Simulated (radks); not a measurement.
Q: The mean radii <r> (bohr) of the occupied orbitals of an atom or ion are listed with their occupations. Calculated with a radial shooting solver on a logarithmic mesh with Libxc functionals: non-relativistic Kohn-Sham, LDA (Slater exchange, Perdew-Wang correlation), spin-unpolarised, spherical densities, point nucleus.

| orbital | occ. | <r> |
|---|---|---|
| 1s | 2 | 0.03045 |
| 2s | 2 | 0.1315 |
| 2p | 6 | 0.1121 |
| 3s | 2 | 0.3531 |
| 3p | 6 | 0.3439 |
| 3d | 10 | 0.3147 |
| 4s | 2 | 0.8421 |
| 4p | 5 | 0.8877 |
| 4d | 10 | 1.040 |
| 5s | 1 | 2.095 |
| 4f | 1 | 3.143 |

Name the element and its charge.

A: Z = 50, tin, charge +3: Sn3+ in [Ar] 3d10 4s2 4p5 4d10 5s1 4f1. The 1s radius gives Z: for a bare nucleus <r> = 1.5/Z, 0.03 bohr for Z = 50, and screening makes it slightly larger (0.03045 here). The occupations add up to 47, and the charge is Z minus that.
